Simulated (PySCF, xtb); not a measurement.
V(O)(OH)3 (H3O4V), SMILES [V]([OH])([OH])(=[O])[OH], multiplicity 1. The values are those of a single conformer.

Harmonic wavenumbers (cm⁻¹) from GFN2-xTB run with xtb 6.7.1 at its own minimum, in rising order: 183, 185, 230, 230, 263, 373, 385, 386, 405, 448, 449, 625, 711, 712, 1005, 3603, 3603, 3609.

**Question.** What does PBE-D3(BJ)/def2-SVP run with PySCF give at its own minimum? (The exact figures need the calculation; the answer reports its results.)

**Answer.** 236, 236, 237, 237, 254, 271, 362, 362, 625, 625, 648, 706, 792, 792, 1102, 3734, 3734, 3741. Paired by order, the mean absolute difference is 89 cm⁻¹ and the zero-point energies are 24.9 and 26.7 kcal/mol.
